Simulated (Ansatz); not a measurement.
The same substitution along the group B, Al, Ga, In.

Computed with Ansatz on PBE0-D4/def2-TZVP structures; ΔE is electronic, products minus reactants. CCSD(T)/CBS is the MP2 limit (def2-TZVPP, def2-QZVPP) plus CCSD(T) − MP2 in def2-TZVPP, frozen cores. This one scheme is used for every species. DFT in def2-TZVPP. def2 core potentials past Kr. For Cd, Ga, In outer-core shells are correlated without core-valence functions, which leaves a few kJ/mol of doubt a bond. Scalar relativity is left out up to krypton. One conformer a species, not always the lowest.

```tsv
reaction	MP2/CBS(def2) (kJ/mol)	LDA (SPW92) (kJ/mol)
`BSC` + `[SH][Cd][Cl]` → `C[S][Cd][Cl]` + `BS`	20	23
`C[S][AlH2]` + `[SH][Cd][Cl]` → `C[S][Cd][Cl]` + `[AlH2][SH]`	4	6
`C[S][GaH2]` + `[SH][Cd][Cl]` → `C[S][Cd][Cl]` + `[SH][GaH2]`	8	9
`C[S][InH2]` + `[SH][Cd][Cl]` → `C[S][Cd][Cl]` + `[SH][InH2]`	4	4
```

(1) Give the CCSD(T)/CBS values in the same order. (Best estimate.)

Largest T1 diagnostic: 0.015, for `BS`.

Answers

(1) The calculation gave: 20, 5, 8, 5 kJ/mol.
